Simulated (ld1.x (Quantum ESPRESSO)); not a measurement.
# What the settings do to the TM potential of strontium (Sr)

Base potential:

Sr (Z = 38), norm-conserving Troullier–Martins (Kleinman–Bylander form), made with ld1.x (Quantum ESPRESSO) 7.5 (PBE, scalar-relativistic). Core [Ar] 3d10 4s2, reference 4p6 4d0 5s2 5p0. Waves: 5s (bound): rc 2.80 bohr; 4d (bound, empty): rc 2.40 bohr; 4p (bound): rc 1.60 bohr. Local part: the p channel. Core correction: Bessel-smoothed model core inside 1.05 bohr.

Cutoffs, loose and tight: the cutoffs (Ry, on a coarse ladder) from which the occupation-weighted sum of valence levels, in a spherical-Bessel basis at the reference potential, stays within 10 and 1 mRy of its value at 400 Ry. They do not see the model core or the augmentation charge, which bear on the density cutoff. Test errors are all-electron minus pseudo excitation energies from the reference, over the configurations 4p6 4d0 5s1 5p0; 4p6 4d0 5s0 5p0; 4p6 4d0 5s1.5 5p0; 4p6 4d1 5s1 5p0; 4p5 4d0 5s2 5p0; 4p6 4d0.5 5s1.5 5p0; 4p6 4d0 5s0 5p2. A dash means not determined; rows that change the core or the reference have their own tests. The largest error is taken over the tests solved by every variant that gives reliable tests at all: 4p6 4d0 5s0 5p0; 4p6 4d0 5s0 5p2; 4p6 4d0 5s1 5p0; 4p6 4d0 5s1.5 5p0; 4p6 4d0.5 5s1.5 5p0; 4p6 4d1 5s1 5p0.

A true bound ghost makes a file unfit for plane-wave use even where its test errors are small: the radial tests pick states by their node count and pass the ghost by. Where a test does run into it, the solver fails or the error is huge.

```csv
change,outcome,"cutoff, loose","cutoff, tight",bound ghosts,largest test error (meV)
base,generated,40 Ry,80 Ry,s,-14
"all radii but the core radius scaled by about 0.76 (s 2.12, p 1.22, d 1.82 bohr)",generated,80 Ry,140 Ry,s,-49
"all radii but the core radius scaled by about 0.92 (s 2.58, p 1.48, d 2.22 bohr)",generated,45 Ry,80 Ry,s,-15
"all radii but the core radius scaled by about 1.14 (s 3.20, p 1.84, d 2.74 bohr)",generated,30 Ry,55 Ry,s,+26
"all radii but the core radius scaled by about 1.24 (s 3.48, p 1.98, d 2.98 bohr)",generated,25 Ry,35 Ry,s,+40
"all radii but the core radius scaled by about 1.38 (s 3.86, p 2.20, d 3.30 bohr)",generated,15 Ry,30 Ry,s,+61
```

What comes out with this change to the base: all radii but the core radius scaled by about 0.85 (s 2.38, p 1.36, d 2.04 bohr)?

outcome: generated; cutoff, loose: 45 Ry; cutoff, tight: 90 Ry; bound ghosts: s; largest test error (meV): -24.

What comes out with this change to the base: all radii but the core radius scaled by about 1.07 (s 3.00, p 1.72, d 2.58 bohr)?

outcome: generated; cutoff, loose: 35 Ry; cutoff, tight: 70 Ry; bound ghosts: s; largest test error (meV): +16.

What comes out with this change to the base: all radii but the core radius scaled by about 1.28 (s 3.58, p 2.06, d 3.08 bohr)?

outcome: generated; cutoff, loose: 25 Ry; cutoff, tight: 35 Ry; bound ghosts: s; largest test error (meV): +46.

Reading the sweep of the scale of all radii but the core radius (base = 1) (base included, trends over the rows without a ghost): Bound ghosts are found at 0.76, 0.85, 0.92, 1, 1.07, 1.14, 1.24, 1.28, 1.38. Every judged row has one, so this setting neither creates nor removes them.
